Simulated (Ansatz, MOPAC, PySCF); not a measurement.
Torsion H4–O1–In2–O3 in H3InO2 (SMILES [OH][InH][OH]); at each angle all else is relaxed with GFN2-xTB, and the levels are single points there.
Geometry at 0° (charge 0, multiplicity 1):
```xyz
6

O     -1.78901    -0.42479     0.31338
In    -0.26020     0.71606     0.60075
O      0.62651     0.93299    -1.11575
H     -1.79471    -0.64916    -0.61971
H      0.19214     1.37994     2.07201
H      1.41310     1.46995    -1.18044
```

On the grid 0° to 330°, 270° is the highest and 0° the lowest point at MP2/CBS(def2-TZVPP, def2-QZVPP) + ΔCCSD(T)/def2-TZVPP.

The state reached by PM3 isn't checked.

Programs: Ansatz (Gaussian orbitals); MOPAC for PM3 (differences of heats of formation); PySCF for the dispersion terms.  In def2 rows elements past Kr take small-core potentials, without spin–orbit coupling.

Problem. One of these levels gives 249.4 meV for the energy at 270° less that at 0°. Which?
A) PM3
B) BLYP-D4/def2-TZVPP
C) HF/def2-TZVPP

Solution. A, PM3. The others give 131.9 (HF/def2-TZVPP), 191.4 (BLYP-D4/def2-TZVPP)

Ansatz is an electronic-structure program.
